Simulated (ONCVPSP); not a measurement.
**Reading a pseudo-wave (titanium)**

Columns: radius, all-electron u(r) and pseudo u(r) of the 3d shell (level -34.94 eV) of titanium in the configuration [Ne] 3s2 3p6 3d1; LDA (Perdew-Wang 92), scalar-relativistic, ONCV scheme, ONCVPSP 4.0.1.

| r (bohr) | all-electron | pseudo |
| --- | --- | --- |
| 0.072 | 0.0167 | 0.0031 |
| 0.145 | 0.0868 | 0.0240 |
| 0.217 | 0.1954 | 0.0754 |
| 0.290 | 0.3220 | 0.1637 |
| 0.362 | 0.4458 | 0.2827 |
| 0.435 | 0.5597 | 0.4239 |
| 0.507 | 0.6551 | 0.5672 |
| 0.580 | 0.7327 | 0.7001 |
| 0.652 | 0.7908 | 0.8057 |
| 0.725 | 0.8322 | 0.8799 |
| 0.798 | 0.8582 | 0.9204 |
| 0.870 | 0.8706 | 0.9316 |
| 0.942 | 0.8724 | 0.9219 |
| 1.015 | 0.8652 | 0.8989 |
| 1.088 | 0.8509 | 0.8697 |
| 1.160 | 0.8313 | 0.8393 |
| 1.232 | 0.8074 | 0.8096 |
| 1.305 | 0.7800 | 0.7801 |
| 1.378 | 0.7503 | 0.7502 |
| 1.450 | 0.7193 | 0.7193 |
| 1.522 | 0.6873 | 0.6873 |
| 1.595 | 0.6544 | 0.6543 |
| 1.668 | 0.6213 | 0.6212 |
| 1.740 | 0.5888 | 0.5887 |
| 1.812 | 0.5567 | 0.5567 |
| 1.885 | 0.5249 | 0.5249 |

How many radial nodes do the two functions have?

The all-electron 3d function has n − l − 1 = 0; the pseudo-wave has 0.

At about which radius was the pseudo-wave matched?

1.35 bohr, where the columns begin to agree (steps of 0.07 bohr).

Where does each function peak?

Outermost all-electron maximum near 0.94 bohr, pseudo maximum near 0.87 bohr (to the table’s step).

Is the pseudo-wave norm-conserving?

Yes: the ONCV scheme keeps the norm inside the radius equal to the all-electron one, which fixes the energy derivative of the logarithmic derivative at the level.
